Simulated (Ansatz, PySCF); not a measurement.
The pair A = CH3F (SMILES CF) (first 5 atoms), B = CH3Cl (SMILES CCl); geometry from B3LYP-D3(BJ)/def2-TZVP.
(charge 0, multiplicity 1):
```xyz
10

C     -0.57560    -0.12755    -0.26770
F      0.33471    -1.13373     0.06467
H     -1.44611    -0.59052    -0.73302
H     -0.86135     0.39415     0.64466
H     -0.09281     0.55700    -0.96554
C      0.70464    -0.91926     3.40705
Cl    -0.44957     0.45788     3.51959
H      0.77944    -1.21073     2.36484
H      1.66418    -0.58346     3.78800
H      0.31557    -1.73207     4.01248
```

Frozen-core correlation. CBS: X⁻³ extrapolation of the correlation energy, Hartree–Fock from the larger set. MP2 and its Hartree–Fock in aug-cc-pV(T+d)Z are density fitted.

The values were computed with Ansatz (Gaussian orbitals); PySCF for the dispersion terms. 

The monomers are drawn apart, rigid, along the line of their centres of mass. Counterpoise-corrected interaction energies (kcal/mol):

| level | R = 4.580 Å | R = 5.518 Å |
|---|---|---|
| PBE/def2-TZVPPD | -1.0652 | -0.4672 |
| PBE-D3(BJ)/def2-TZVPPD | -1.4287 | -0.5982 |
| wB97M-V/def2-TZVPPD | -1.3028 | -0.5924 |
| MP2/CBS(aug-cc-pV(D+d)Z, aug-cc-pV(T+d)Z) + ΔCCSD(T)/aug-cc-pV(D+d)Z | -1.3339 | -0.5884 |

### Question
R is the distance of the centres of mass. Find the local exponent m of E ∝ R⁻ᵐ between the two points.

### Answer

m = ln(E₁/E₂)/ln(R₂/R₁): PBE/def2-TZVPPD 4.4; PBE-D3(BJ)/def2-TZVPPD 4.7; wB97M-V/def2-TZVPPD 4.2; MP2/CBS(aug-cc-pV(D+d)Z, aug-cc-pV(T+d)Z) + ΔCCSD(T)/aug-cc-pV(D+d)Z 4.4. For scale, two fixed dipoles give m = 3, dipole and quadrupole 4, quadrupoles 5, and dispersion or dipole-induced dipole 6 at long range; at these distances several terms mix, and what is left of overlap and damping shifts m, so it need not match one of them.

Ansatz is a first-principles code.
